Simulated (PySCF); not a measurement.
**How methods differ on the ionisation energy of S²⁺**

S²⁺ [Ne] 3s2 3p2 (3P) → S³⁺ [Ne] 3s2 3p1 (2P), as a difference of total energies. All numbers are calculated (PySCF 2.14, no relativity, point nucleus, in aug-cc-pwCVTZ). Correlated levels: valence: [Ne] frozen. The calculations carry no spin-orbit coupling.

```
           method  ionisation energy (eV)
              UHF                  34.156
    MP2 (valence)                  34.646
SCS-MP2 (valence)                  34.549
   CCSD (valence)                  34.689
CCSD(T) (valence)                  34.723
```

How much does correlation contribute at CCSD(T) (valence)?

34.723 − (34.156) = 0.567 eV, measured against UHF.

A first-order spin-orbit estimate (lowest level to lowest level, LS coupling) adds -0.009 eV.

Errors of the correlated levels include the incompleteness of this basis and the frozen core.

For comparison: 34.86 ± 0.04 eV (semi-empirical (NIST evaluation); NIST Atomic Spectra Database, ionization energies).
